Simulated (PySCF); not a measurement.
A GIAO shielding run with PySCF 2.14 (density fitting, non-relativistic, gas phase) on `C#CC[C@@H](CC(F)F)N[SiH3]`, C₆H₁₁F₂NSi:

```
$ OMP_NUM_THREADS=1 python probes_run.py task.json out

{"job": {"kind": "nmr", "xc": "PBE0", "basis": "pcSseg-1"}, "charge": 0, "multiplicity": 1}
C      3.497431     0.793958     0.160992
C      2.550718     0.206376    -0.275315
C      1.390632    -0.492345    -0.785614
C      0.103735    -0.102979    -0.030315
C     -0.209533     1.383435    -0.249438
C     -1.375665     1.814088     0.620140
F     -1.004063     1.897027     1.921853
F     -1.808918     3.054180     0.276257
N     -1.018676    -0.910050    -0.432683
Si    -1.462786    -2.392853     0.321961
H      4.333664     1.303026     0.537449
H      1.542871    -1.569681    -0.677404
H      1.269274    -0.266517    -1.849918
H      0.263239    -0.272180     1.039210
H     -0.480311     1.563424    -1.291950
H      0.663507     1.989315    -0.000834
H     -2.232783     1.126408     0.559087
H     -1.224799    -0.795056    -1.414584
H     -1.557914    -2.092230     1.748263
H     -0.508028    -3.495968     0.124392
H     -2.740514    -2.724436    -0.302020
```

Hardware: 1 thread of an Arm Neoverse N1, shared host. The job also computes population analyses, field gradients.

Question: How large is the calculation?

Answer: 86 electrons, 232 basis functions and 1219 auxiliary functions.

Question: How long does it take, and how much memory does it need?

Answer: 120 s of wall time, with 14 SCF cycles and 5 response iterations; peak memory 1.1 GiB. Times on a shared host scatter by some tens of per cent.
